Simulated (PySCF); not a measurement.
CH₄N (SMILES [CH2]N), doublet, at a GFN2-xTB geometry. Base run: HF/pcseg-1 (PySCF).

Input for PySCF:
```python
from pyscf import gto, scf

mol = gto.Mole()
mol.atom = '''
    C    -0.71383820    0.05340766   -0.14623816
    N     0.64268006   -0.04802632    0.15629072
    H    -1.30378940   -0.82750337    0.02165825
    H    -1.16517043    1.01349598    0.01736352
    H     1.18967095    0.75232861   -0.12976755
    H     1.06355764   -0.92258292   -0.12586027
'''
mol.basis = 'pcseg-1'
mol.spin = 1
mol.verbose = 4
mol.build()

mf = scf.UHF(mol)
mf.kernel()
mf.analyze()
```

Each row names what was changed in the base input (with any setting that the change needs).

```
change                                                                                                                  ΔE vs base (mEh)  fitting functions  dipole (D)
----------------------------------------------------------------------------------------------------------------------  ----------------  -----------------  ----------
base                                                                                                                               0.000                  -        0.93
auxbasis = def2-universal-jkfit                                                                                                    0.028                224        0.93
auxbasis = cc-pvtz-ri                                                                                                              0.003                282        0.93
auxbasis = cc-pvdz-jkfit                                                                                                           0.066                232        0.93
auxbasis = even-tempered beta=2.0                                                                                                  0.023                338        0.93
auxbasis = def2-tzvp-ri                                                                                                            0.005                212        0.93
auxbasis = even-tempered beta=3.0                                                                                                 -0.043                246        0.93
only_dfj = on; auxbasis = def2-universal-jfit                                                                                     -0.238                142        0.93
auxbasis = even-tempered beta=1.6                                                                                                  0.017                512        0.93
exchange = seminumerical (SGX) (with mf = sgx.sgx_fit(mf, auxbasis='def2-universal-jfit'); with mf.with_df.dfj = True)            -0.237                142        0.93
```

A fitting set is made for a task (jfit for Coulomb, jkfit for Coulomb and exchange, ri for correlation) and for a family of orbital bases.

Open shells are given as the SCF converged; they aren't shown to be the lowest states, and a large step between rows can be another state.
